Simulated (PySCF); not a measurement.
# Working out the ionisation energy of S⁺

S⁺ [Ne] 3s2 3p3 (4S) → S²⁺ [Ne] 3s2 3p2 (3P). Computed with PySCF 2.14 in aug-cc-pV(Q+d)Z (7s6p5d3f2g, 89 functions), with no relativity, point nucleus. Frozen: [Ne]. Energies in hartree (1 hartree = 27.21139 eV):

```csv
part,S⁺ (lower),S²⁺ (upper)
UHF,-397.173215,-396.338119
CCSD correlation,-0.114265,-0.092835
(T),-0.004263,-0.002520
```

Problem. What does Hartree-Fock give?

Solution. (-396.338119) − (-397.173215) = 0.835096 hartree = 22.724 eV.

Problem. What do CCSD and CCSD(T) give?

Solution. The CCSD correlation energies differ by 0.021430 hartree = 0.583 eV and the triples by 0.001743 hartree = 0.047 eV, so CCSD gives 23.307 eV and CCSD(T) 23.354 eV.

A first-order spin-orbit estimate adds -0.061 eV to CCSD(T) (valence), giving 23.293 eV against 23.338 eV (measured; NIST Atomic Spectra Database, ionization energies).

What remains against the reference includes basis incompleteness, the frozen core and higher excitations.
